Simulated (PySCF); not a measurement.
Compound: Mo(CH)Cl3, CHCl₃Mo (singlet state).
Cartesian coordinates in Å at the PBE0-D3(BJ)/def2-SVP level; atoms count from 1:
```xyz
6
CHCl3Mo angstrom
Mo    -0.038   -0.018   -0.492
C      0.142   -0.011    1.196
H      0.257   -0.008    2.284
Cl     2.086   -0.023   -1.251
Cl    -1.190    1.873   -0.911
Cl    -1.193   -1.909   -0.895
```

Level of theory: PBE0-D3(BJ)/def2-SVP geometry optimisation, gas phase, def2 core potentials past Kr (PySCF).

Which atoms are bound to Mo1, and at what distances?

4 atoms: C2 1.698 Å, Cl6 2.253 Å, Cl5 2.254 Å, Cl4 2.255 Å. The nearest atom not counted as bound is H3, at 2.79 Å.

List the angles at Mo1.

```json
{"angle": "Cl4–Mo1–Cl5", "degrees": "114.9", "distance of the outer atoms (Å)": "3.80"}
{"angle": "Cl4–Mo1–Cl6", "degrees": "114.9", "distance of the outer atoms (Å)": "3.80"}
{"angle": "Cl5–Mo1–Cl6", "degrees": "114.1", "distance of the outer atoms (Å)": "3.78"}
{"angle": "C2–Mo1–Cl5", "degrees": "103.6", "distance of the outer atoms (Å)": "3.12"}
{"angle": "C2–Mo1–Cl6", "degrees": "103.6", "distance of the outer atoms (Å)": "3.12"}
{"angle": "C2–Mo1–Cl4", "degrees": "103.6", "distance of the outer atoms (Å)": "3.12"}
```

What is the shape at Mo1?

Distorted tetrahedral: angles from 103.6° to 114.9°; τ4 = (360° − α − β)/141° = 0.92 with α and β the two widest (0 for a square, 1 for a tetrahedron). Differences among atoms that C3v makes equivalent are scatter left by the optimiser.

What are the other bond lengths?

C2–H3 1.094 Å.

What are the rotational constants (commonest isotopes, rigid rotor)?

A = 1593, B = 1578, C = 1004 MHz: an oblate symmetric top.

Point group: C3v (tolerance 0.08 Å). Charge 0, singlet. Whether it is a minimum is left open (no frequencies).
